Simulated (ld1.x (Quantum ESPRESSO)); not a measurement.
**Logarithmic derivatives: chlorine (Cl), TM**

```json
{
 "Element": "chlorine",
 "Generator": "ld1.x (Quantum ESPRESSO) 7.5",
 "Type": "norm-conserving Troullier–Martins (Kleinman–Bylander form)",
 "Functional": "PBE",
 "Relativity": "scalar-relativistic",
 "Frozen core": "[Ne]",
 "Valence charge": "7",
 "Reference configuration": "3s1.5 3p5.5",
 "Partial waves": "3s (bound): rc 1.10 bohr; 3p (bound): rc 1.10 bohr",
 "Local potential": "the p channel",
 "Core correction": "none"
}
```

The phase is arctan(r·u′/u) with u = r·R(r), unwrapped; energies in Ry, scanned from -4 to 5 Ry. A pole is an energy at which the radial function vanishes at the test radius. The pseudo phase is shifted by a multiple of π to meet the all-electron one at the reference energy, and phase errors are pseudo minus all-electron; the curves can meet again beyond the range given. Levels narrower than the energy grid can be missing from the lists of poles.

```
channel  radius (bohr)  reference energy (Ry)  poles, all-electron  poles, pseudo  unbroken range about the reference energy with phases within 0.05 rad  phase error 1 Ry above the reference energy (rad)
      s           1.20                  -1.55                 none           none                                                              below 4.1                                             -0.006
      p           1.20                  -0.65                 none           none                                                              below 3.8                                             -0.007
```

Phases in the p channel:

```json
{"E (Ry)": "-4.00", "all-electron": "1.068", "pseudo": "1.059"}
{"E (Ry)": "-3.76", "all-electron": "1.049", "pseudo": "1.041"}
{"E (Ry)": "-3.52", "all-electron": "1.029", "pseudo": "1.021"}
{"E (Ry)": "-3.28", "all-electron": "1.006", "pseudo": "0.999"}
{"E (Ry)": "-3.04", "all-electron": "0.982", "pseudo": "0.975"}
{"E (Ry)": "-2.80", "all-electron": "0.954", "pseudo": "0.948"}
{"E (Ry)": "-2.56", "all-electron": "0.924", "pseudo": "0.919"}
{"E (Ry)": "-2.32", "all-electron": "0.890", "pseudo": "0.886"}
{"E (Ry)": "-2.08", "all-electron": "0.853", "pseudo": "0.849"}
{"E (Ry)": "-1.84", "all-electron": "0.811", "pseudo": "0.808"}
{"E (Ry)": "-1.60", "all-electron": "0.763", "pseudo": "0.761"}
{"E (Ry)": "-1.36", "all-electron": "0.710", "pseudo": "0.708"}
{"E (Ry)": "-1.12", "all-electron": "0.649", "pseudo": "0.648"}
{"E (Ry)": "-0.88", "all-electron": "0.580", "pseudo": "0.580"}
{"E (Ry)": "-0.64", "all-electron": "0.502", "pseudo": "0.502"}
{"E (Ry)": "-0.40", "all-electron": "0.414", "pseudo": "0.414"}
{"E (Ry)": "-0.16", "all-electron": "0.316", "pseudo": "0.314"}
{"E (Ry)": "0.08", "all-electron": "0.207", "pseudo": "0.204"}
{"E (Ry)": "0.32", "all-electron": "0.089", "pseudo": "0.083"}
{"E (Ry)": "0.56", "all-electron": "-0.035", "pseudo": "-0.045"}
{"E (Ry)": "0.80", "all-electron": "-0.162", "pseudo": "-0.177"}
{"E (Ry)": "1.04", "all-electron": "-0.289", "pseudo": "-0.309"}
{"E (Ry)": "1.28", "all-electron": "-0.411", "pseudo": "-0.437"}
{"E (Ry)": "1.52", "all-electron": "-0.526", "pseudo": "-0.557"}
{"E (Ry)": "1.76", "all-electron": "-0.631", "pseudo": "-0.666"}
{"E (Ry)": "2.00", "all-electron": "-0.726", "pseudo": "-0.764"}
{"E (Ry)": "2.24", "all-electron": "-0.810", "pseudo": "-0.852"}
{"E (Ry)": "2.48", "all-electron": "-0.885", "pseudo": "-0.928"}
{"E (Ry)": "2.72", "all-electron": "-0.951", "pseudo": "-0.996"}
{"E (Ry)": "2.96", "all-electron": "-1.009", "pseudo": "-1.056"}
{"E (Ry)": "3.20", "all-electron": "-1.061", "pseudo": "-1.109"}
{"E (Ry)": "3.44", "all-electron": "-1.107", "pseudo": "-1.155"}
{"E (Ry)": "3.68", "all-electron": "-1.147", "pseudo": "-1.197"}
{"E (Ry)": "3.92", "all-electron": "-1.184", "pseudo": "-1.234"}
{"E (Ry)": "4.16", "all-electron": "-1.216", "pseudo": "-1.268"}
{"E (Ry)": "4.40", "all-electron": "-1.246", "pseudo": "-1.298"}
{"E (Ry)": "4.64", "all-electron": "-1.273", "pseudo": "-1.325"}
{"E (Ry)": "4.88", "all-electron": "-1.297", "pseudo": "-1.350"}
```
